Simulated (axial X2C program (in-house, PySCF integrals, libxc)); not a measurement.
## HfO: from the spin-free to the two-component result

Calculated with an axial X2C code built on PySCF integrals. Spin-free means the one-electron spin-free X2C Hamiltonian; two-component (2c) means X2C with spin–orbit coupling and atomic mean-field two-electron Coulomb and Gaunt terms, so the difference of the two also holds small scalar two-electron terms. Basis: Hf dyall-cv3z [13s14p9d7f4g], O dyall-av3z [7s6p3d2f] (cores contracted in-house); Gaussian nuclei, density fitting, unrestricted open shells. Masses: Hf 179.947 u, O 15.995 u.

Spin-free state: M_S = 0, Λ = 0 (closed shell); fragments Hf + O.

```
  level  Re (Å)  ωe (cm⁻¹)  De (eV)  μ (D)
   PBE0   1.712     1010.1    8.434  -3.44
     HF   1.707     1048.8    4.772  -3.87
    MP2   1.749      938.7    9.198    n/a
CCSD(T)   1.747      949.5    8.471    n/a
 r2SCAN   1.716      997.4    8.486  -3.20
```

Correlated methods: 10 electrons correlated (number of frozen shells: Hf 5 s, 4 p, 2 d, 1 f; O 1 s), 316 virtual spin orbitals or spinors in MP2, 90 natural virtuals in coupled cluster.

Dipoles are positive if O is the positive end.

Two-component determinant lowest at the distance of the search:

Ω = 0 (closed shell); fragments Hf + O.

```tsv
level	Re (Å)	ωe (cm⁻¹)	De (eV)	μ (D)
PBE0	1.711	1010.7	n/a	-3.42
HF	1.706	1049.7	n/a	-3.84
MP2	1.748	939.7	n/a	n/a
CCSD(T)	1.745	950.1	8.251	n/a
r2SCAN	1.715	997.6	n/a	-3.18
```

Q: From the two tables, how do the constants change at the CCSD(T) level (2c against spin-free)?

A: At the CCSD(T) level Re goes down by 0.002 Å and ωe goes up by 0.6 cm⁻¹; De changes by -0.220 eV.

The state is one determinant whose occupation by symmetry is held fixed; it was picked as the lowest of a PBE0 search that is not exhaustive. Closed shells are restricted here (equal orbitals for both partners); the stretched side of such a curve lies too high. De is counted from the lowest determinant-based energies of the atoms at the same level, without counterpoise correction. De is not given where an atomic determinant may have missed its ground term or J level, or where the truncated virtual space spoils (T). Coupled cluster ran in a truncated set of natural virtual spinors; the MP2 energy of the rest was added. (T) has no such correction and the atoms are truncated less, which lowers De at CCSD(T) by a hundredth of an eV or more. Without a current term, density functionals place determinants with orbital angular momentum somewhat too high. The outer-core s and p shells of the metal are frozen in the correlated rows, which leaves out core–valence correlation; for alkali and alkaline-earth bonds that tends to lengthen them. The T1 diagnostic is large, a sign of multireference character. With the outer-core shells frozen, correlated bond lengths of heavy atoms tend to come out a few hundredths of an ångström too long.
